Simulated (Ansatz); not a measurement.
Pb₂S₃, relaxed as a singlet with RKS r2SCAN-D4/def2-SVP in Ansatz, starting from the GFN1-xTB geometry. Force threshold 0.02 eV/Å.

In the def2 sets Pb takes a core potential; there is no spin–orbit coupling. Another isomer (singlet) lies 0.36 eV lower at PBE0-D4/def2-TZVP; other spin states weren't run for this one.

Start:

```
atom   x (Å)   y (Å)   z (Å)
 Pb1  -0.449  -0.809   1.997
 Pb2  -0.560   0.011  -2.127
  S3   1.296   0.804   1.174
  S4  -1.528  -1.211  -0.200
  S5   1.241   1.205  -0.843
```

```tsv
step	energy (eV)	largest force component (eV/Å)	SCF passes
1	-42999.8357	0.770	18
2	-42999.8605	0.547	28
3	-42999.9037	0.027	21
4	-42999.9038	0.006	23
```

Force components are those of the run's own axes.

End:

Cartesian coordinates in Å:
```
Pb -0.4522 -0.8141 2.0057
Pb -0.5636 0.0098 -2.1383
S 1.3356 0.8342 1.1858
S -1.6008 -1.2677 -0.2090
S 1.2810 1.2378 -0.8441
```

By distances, no bond broke or formed. The bond that changes most is Pb2–S4, from 2.48 to 2.54 Å (atoms count from 1).

No frequencies were taken in this run, so the end may be a saddle point.

Hardware: 4 threads of Arm Neoverse V2 on a shared host. Wall time 7.5 s.
